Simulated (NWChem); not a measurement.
System: CAlF2NO; SMILES [F][Al]([F])[N]=C=O

The following NWChem deck was run.

```
start job
memory heap 200 mb stack 900 mb global 1100 mb
geometry units angstroms
  Al     0.431419    -0.354009     0.692494
  F      2.012586    -0.755934     0.590719
  F     -0.420110    -0.675303     2.051252
  N     -0.365458     0.414777    -0.683078
  C     -0.980589     0.856190    -1.608338
  O     -1.562460     1.290662    -2.499648
end
basis spherical
  * library def2-svp
end
dft
  xc xpbe96 cpbe96
  disp vdw 4
  iterations 150
end
driver
  maxiter 120
end
task dft optimize
task dft freq
```

Excerpt of the output:

```
             Northwest Computational Chemistry Package (NWChem) 7.3.0
             --------------------------------------------------------

 C1  symmetry detected

                             Geometry "geometry" -> ""
                             -------------------------

 Output coordinates in angstroms (scale by  1.889725989 to convert to a.u.)

  No.       Tag          Charge          X              Y              Z
 ---- ---------------- ---------- -------------- -------------- --------------
    1 Al                  13.0000     0.00024283    -0.93007113     0.01246169
    2 F                    9.0000     1.39774893    -1.77736370    -0.02014085
    3 F                    9.0000    -1.43991533    -1.70439753    -0.01783473
    4 N                    7.0000     0.04865704     0.83445214     0.06100971
    5 C                    6.0000     0.01565030     2.02828991     0.00624131
    6 O                    8.0000    -0.00727002     3.17698391    -0.03559220

 Effective nuclear repulsion energy (a.u.)     250.5137572716

                                Z-matrix (autoz)
                                --------

 Units are Angstrom for bonds and degrees for angles

      Type          Name      I     J     K     L     M      Value
      ----------- --------  ----- ----- ----- ----- ----- ----------
    1 Stretch                  1     2                       1.63462
    2 Stretch                  1     3                       1.63541
    3 Stretch                  1     4                       1.76585
    4 Stretch                  4     5                       1.19555
    5 Stretch                  5     6                       1.14968
    6 Bend                     2     1     3               120.46948
    7 Bend                     2     1     4               119.67365
    8 Bend                     3     1     4               119.85272
    9 Bend                     5     1     2               120.91987
   10 Bend                     5     1     3               118.55592
   11 Bend                     6     1     2               121.30781
   12 Bend                     6     1     3               118.13923
   13 Torsion                  1     2     4     5        -170.35675
   14 Torsion                  1     3     4     5         172.14252
   15 Torsion                  3     2     1     4        -179.25761
   16 Torsion                  2     3     1     4         179.25628
   17 Torsion                  1     2     5     6        -173.83909
   18 Torsion                  1     3     5     6         174.96061

  pbe96 is a nonlocal functional; adding pw91lda local functional.

                           NWChem Geometry Optimization
                           ----------------------------

 maximum gradient threshold         (gmax) =   0.000450
 rms gradient threshold             (grms) =   0.000300
 maximum cartesian step threshold   (xmax) =   0.001800
 rms cartesian step threshold       (xrms) =   0.001200
 fixed trust radius                (trust) =   0.300000
 source of zmatrix                         =   autoz

          -------------------
          Energy Minimization
          -------------------

 Using diagonal initial Hessian
 Scaling for Hessian diagonals: bonds = 1.00  angles = 0.25  torsions = 0.10

          --------
          Step   0

                                 NWChem DFT Module
                                 -----------------

 Summary of "ao basis" -> "ao basis" (spherical)
 ------------------------------------------------------------------------------
       Tag                 Description            Shells   Functions and Types
 ---------------- ------------------------------  ------  ---------------------
 Al                         def2-svp                 8       18   4s3p1d
 F                          def2-svp                 6       14   3s2p1d
 N                          def2-svp                 6       14   3s2p1d
 C                          def2-svp                 6       14   3s2p1d
 O                          def2-svp                 6       14   3s2p1d

            General Information
            -------------------
          SCF calculation type: DFT
          Wavefunction type:  closed shell.
          No. of atoms     :     6
          No. of electrons :    52
           Alpha electrons :    26
            Beta electrons :    26
          Charge           :     0
          Spin multiplicity:     1
          Use of symmetry is: off; symmetry adaption is: off
          Maximum number of iterations: 150
          AO basis - number of functions:    88
                     number of shells:    38
          Convergence on energy requested:  1.00D-06
          Convergence on density requested:  1.00D-05
          Convergence on gradient requested:  5.00D-04

              XC Information
              --------------
          PerdewBurkeErnzerhof Exchange Functional  1.000
            Perdew 1991 LDA Correlation Functional  1.000 local
           PerdewBurkeErnz. Correlation Functional  1.000 non-local

             Grid Information
             ----------------
          Grid used for XC integration:  medium
          Radial quadrature: Mura-Knowles
          Angular quadrature: Lebedev.
          Tag              B.-S. Rad. Rad. Pts. Rad. Cut. Ang. Pts.
          ---              ---------- --------- --------- ---------
          Al                  1.25       88           9.0       590
          F                   0.50       49          11.0       434
          N                   0.65       49           8.0       434
          C                   0.70       49          10.0       434
          O                   0.60       49          12.0       434
          Grid pruning is: on
          Number of quadrature shells:   333
          Spatial weights used:  Erf1

           DFT-D3BJ Model
          s6 scale factor  :        1.000000000000
          s8 scale factor  :        0.787500000000
          a1 parameter     :        0.428900000000
          a2 parameter     :        4.440700000000
              vdW contrib  :       -0.003601305239

      Superposition of Atomic Density Guess
      -------------------------------------

 Sum of atomic energies:        -606.93658594

      Non-variational initial energy
      ------------------------------

 Total energy =    -608.537566
 1-e energy   =   -1339.710106
 2-e energy   =     480.658783
 HOMO         =      -0.405816
 LUMO         =      -0.051366

   convergence    iter        energy       DeltaE   RMS-Dens  Diis-err
 ---------------- ----- ----------------- --------- --------- ---------
 d= 0,ls=0.0,diis     1   -609.3536037941 -8.60D+02  2.62D-02  1.64D+00
 d= 0,ls=0.0,diis     2   -608.7912808892  5.62D-01  1.69D-02  8.26D+00
 d= 0,ls=0.0,diis     3   -609.5044437077 -7.13D-01  5.74D-03  3.60D-01
 d= 0,ls=0.0,diis     4   -609.5177706362 -1.33D-02  2.85D-03  2.19D-01
 d= 0,ls=0.0,diis     5   -609.5418614354 -2.41D-02  4.61D-04  3.55D-03
  Resetting Diis
 d= 0,ls=0.0,diis     6   -609.5420633392 -2.02D-04  2.10D-04  1.34D-03
 d= 0,ls=0.0,diis     7   -609.5421892418 -1.26D-04  6.64D-05  1.15D-05
 d= 0,ls=0.0,diis     8   -609.5421847773  4.46D-06  4.68D-05  5.49D-05
 d= 0,ls=0.0,diis     9   -609.5421901413 -5.36D-06  1.52D-05  4.36D-06
 d= 0,ls=0.0,diis    10   -609.5421905422 -4.01D-07  4.14D-06  5.22D-07

         Total DFT energy =     -609.542190542199
      One electron energy =    -1342.941833951856
           Coulomb energy =      543.012535764138
    Exchange-Corr. energy =      -60.123048320853
 Nuclear repulsion energy =      250.513757271610

    Dispersion correction =       -0.003601305239

 Numeric. integr. density =       52.000003229719

                       DFT Final Molecular Orbital Analysis
                       ------------------------------------

 Vector   24  Occ=2.000000D+00  E=-3.488347D-01
              MO Center= -7.9D-03, -1.6D+00, -1.6D-02, r^2= 2.8D+00
   Bfn.  Coefficient  Atom+Function         Bfn.  Coefficient  Atom+Function
  ----- ------------  ---------------      ----- ------------  ---------------
    37     -0.357867  3 F  py                23      0.347976  2 F  py
    22      0.306242  2 F  px                36      0.288427  3 F  px
    40      0.257146  3 F  py                26     -0.250665  2 F  py
    25     -0.196826  2 F  px                39     -0.183926  3 F  px
    11     -0.083253  1 Al px                14     -0.079329  1 Al d -2

 Vector   25  Occ=2.000000D+00  E=-2.819084D-01
              MO Center=  2.5D-02,  1.6D+00,  2.8D-02, r^2= 2.3D+00
   Bfn.  Coefficient  Atom+Function         Bfn.  Coefficient  Atom+Function
  ----- ------------  ---------------      ----- ------------  ---------------
    52      0.455261  4 N  pz                80      0.411516  6 O  pz
    55     -0.362540  4 N  pz                83      0.289437  6 O  pz
    24     -0.067168  2 F  pz                38     -0.067102  3 F  pz
    66     -0.066095  5 C  pz                10     -0.065222  1 Al pz
    13     -0.060699  1 Al pz                71      0.054634  5 C  d -1

 Vector   26  Occ=2.000000D+00  E=-2.761315D-01
              MO Center=  2.7D-02,  1.6D+00,  2.1D-02, r^2= 2.4D+00
   Bfn.  Coefficient  Atom+Function         Bfn.  Coefficient  Atom+Function
  ----- ------------  ---------------      ----- ------------  ---------------
    50      0.461522  4 N  px                78      0.409753  6 O  px
    53     -0.357282  4 N  px                81      0.291310  6 O  px
    37      0.098066  3 F  py                23     -0.091527  2 F  py
    64     -0.081431  5 C  px                40     -0.068876  3 F  py
    26      0.064385  2 F  py                11     -0.056986  1 Al px

[...]

      ----------------------
      Optimization converged
      ----------------------

  Step       Energy      Delta E   Gmax     Grms     Xrms     Xmax
  ---- ---------------- -------- -------- -------- -------- --------
@   13    -609.54552074  6.3D-08  0.00002  0.00001  0.00009  0.00018
                                     ok       ok       ok       ok

                                Z-matrix (autoz)
                                --------

 Units are Angstrom for bonds and degrees for angles

      Type          Name      I     J     K     L     M      Value     Gradient
      ----------- --------  ----- ----- ----- ----- ----- ---------- ----------
    1 Stretch                  1     2                       1.66068    0.00000
    2 Stretch                  1     3                       1.66065   -0.00000
    3 Stretch                  1     4                       1.75813    0.00000
    4 Stretch                  4     5                       1.21371    0.00002
    5 Stretch                  5     6                       1.17924    0.00001
    6 Bend                     2     1     3               118.92270    0.00000
    7 Bend                     2     1     4               120.53201   -0.00000
    8 Bend                     3     1     4               120.54529    0.00000
    9 Bend                     5     1     2               120.51550   -0.00000
   10 Bend                     5     1     3               120.56180    0.00000
   11 Bend                     6     1     2               120.50951   -0.00001
   12 Bend                     6     1     3               120.56779    0.00000
   13 Torsion                  1     2     4     5        -179.98174    0.00000
   14 Torsion                  1     3     4     5         179.98171   -0.00000
   15 Torsion                  3     2     1     4         179.98200   -0.00000
   16 Torsion                  2     3     1     4        -179.98200    0.00000
   17 Torsion                  1     2     5     6        -179.99583   -0.00000
   18 Torsion                  1     3     5     6         179.99583    0.00000

                         Geometry "geometry" -> "geometry"
                         ---------------------------------

 Output coordinates in angstroms (scale by  1.889725989 to convert to a.u.)

  No.       Tag          Charge          X              Y              Z
 ---- ---------------- ---------- -------------- -------------- --------------
    1 Al                  13.0000    -0.00805026    -0.92754095     0.00081683
    2 F                    9.0000     1.41519351    -1.78323969    -0.00059673
    3 F                    9.0000    -1.44532241    -1.75941617     0.00238945
    4 N                    7.0000     0.00678858     0.83052647     0.00112656
    5 C                    6.0000     0.01788884     2.04418634     0.00115300
    6 O                    8.0000     0.02861547     3.22337759     0.00125584

 Effective nuclear repulsion energy (a.u.)     247.4691033030

                Final and change from initial internal coordinates
                --------------------------------------------------

                                Z-matrix (autoz)
                                --------

 Units are Angstrom for bonds and degrees for angles

[...]

 Rotational Constants
 --------------------
 A=   0.216867 cm-1  (  0.312016 K)
 B=   0.045778 cm-1  (  0.065862 K)
 C=   0.037799 cm-1  (  0.054383 K)

 Temperature                      =   298.15K
 frequency scaling parameter      =   1.0000

 Zero-Point correction to Energy  =   11.841 kcal/mol  (  0.018869 au)
 Thermal correction to Energy     =   15.921 kcal/mol  (  0.025371 au)
 Thermal correction to Enthalpy   =   16.513 kcal/mol  (  0.026315 au)

 Total Entropy                    =   82.808 cal/mol-K
   - Translational                =   39.901 cal/mol-K (mol. weight = 106.9763)
   - Rotational                   =   27.842 cal/mol-K (symmetry #  =        1)
   - Vibrational                  =   15.065 cal/mol-K

 Cv (constant volume heat capacity) =   19.542 cal/mol-K
   - Translational                  =    2.979 cal/mol-K
   - Rotational                     =    2.979 cal/mol-K
   - Vibrational                    =   13.583 cal/mol-K

[normal modes left out]

 ----------------------------------------------------------------------------
 Normal Eigenvalue ||           Projected Infra Red Intensities
  Mode   [cm**-1]  || [atomic units] [(debye/angs)**2] [(KM/mol)] [arbitrary]
 ------ ---------- || -------------- ----------------- ---------- -----------
    1       -0.000 ||    0.000000           0.000         0.000       0.000
    2       -0.000 ||    0.000005           0.000         0.005       0.000
    3        0.000 ||    0.000002           0.000         0.002       0.000
    4        0.000 ||    0.000005           0.000         0.005       0.000
    5        0.000 ||    0.000001           0.000         0.001       0.000
    6        0.000 ||    0.000001           0.000         0.001       0.000
    7       61.865 ||    0.000452           0.010         0.440       0.046
    8       91.168 ||    0.001398           0.032         1.363       0.142
    9      226.303 ||    0.034378           0.793        33.514       3.492
   10      241.126 ||    0.023785           0.549        23.187       2.416
   11      280.700 ||    0.104295           2.406       101.672      10.593
   12      526.202 ||    0.043983           1.015        42.877       4.467
   13      593.159 ||    0.026298           0.607        25.637       2.671
   14      604.448 ||    0.024917           0.575        24.291       2.531
   15      832.818 ||    0.197963           4.567       192.984      20.106
   16      953.169 ||    0.123884           2.858       120.769      12.582
   17     1479.518 ||    0.045784           1.056        44.633       4.650
   18     2396.137 ||    1.145107          26.419      1116.307     116.303
 ----------------------------------------------------------------------------
```

Level: PBE-D3(BJ)/def2-SVP. The printed entropy takes a lower symmetry number than the molecule has.
